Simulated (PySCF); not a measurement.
Species: NbSeF3 (singlet state).
Bonds: Nb1–Se2, Nb1–F3, Nb1–F4, Nb1–F5.

Method used: PBE0-D3(BJ)/def2-SVP geometry optimisation, gas phase, def2 core potentials past Kr in PySCF.

Problem. How far are the bound atoms from Nb1?

Solution. 4 atoms: F3 1.847 Å, F4 1.848 Å, F5 1.848 Å, Se2 2.262 Å.

Problem. List the angles at Nb1.

Solution. 
```csv
angle,degrees,distance of the outer atoms (Å)
F3–Nb1–F5,110.8,3.04
F4–Nb1–F5,110.8,3.04
F3–Nb1–F4,110.4,3.03
Se2–Nb1–F5,108.4,3.34
Se2–Nb1–F4,108.3,3.34
Se2–Nb1–F3,108.1,3.34
```

Problem. What is the shape at Nb1?

Solution. Tetrahedral: angles from 108.1° to 110.8°; τ4 = (360° − α − β)/141° = 0.98 with α and β the two widest (0 for a square, 1 for a tetrahedron).

Problem. What are the rotational constants (commonest isotopes, rigid rotor)?

Solution. A = 2880, B = 1202, C = 1200 MHz: a prolate symmetric top.

Point group: C3v (every atom within 0.08 Å of its image). Charge 0, singlet. No PBE0-D3(BJ)/def2-SVP frequencies stand behind this structure, so it isn't proved a minimum.
